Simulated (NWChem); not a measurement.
System: ZrH2O2Cl2; SMILES [OH][Zr]([OH])([Cl])[Cl]

Here is an NWChem input.

```
start job
memory heap 200 mb stack 900 mb global 1100 mb
geometry units angstroms noautoz
  Zr    -0.292579    -0.009014     0.000155
  Cl     1.024594     1.955623    -0.003150
  Cl     1.081240    -1.934384     0.002677
  O     -1.374454    -0.027565    -1.554775
  H     -1.995880    -0.042268    -2.282712
  O     -1.373525    -0.022875     1.555730
  H     -1.994524    -0.035434     2.284010
end
basis spherical
  * library def2-svp
end
ecp
  Zr library def2-ecp
end
dft
  xc b3lyp
  iterations 150
  mulliken
end
task dft energy
```

The geometry was optimised at PBE0/def2-SVP. No frequency run checked for a minimum. def2 effective core potentials on Zr; no spin-orbit coupling.

**Question.** Predict the main results of this run. (B3LYP/def2-SVP with def2 effective core potentials on Zr.) Quantities: energy (Ha); highest occupied level (eV); orbital gap (eV); dipole (D).

**Answer.** The energy (Ha) is -1119.05. The highest occupied level (eV) is -8.42 and the orbital gap (eV) is 7.22. The dipole (D) is 3.97.
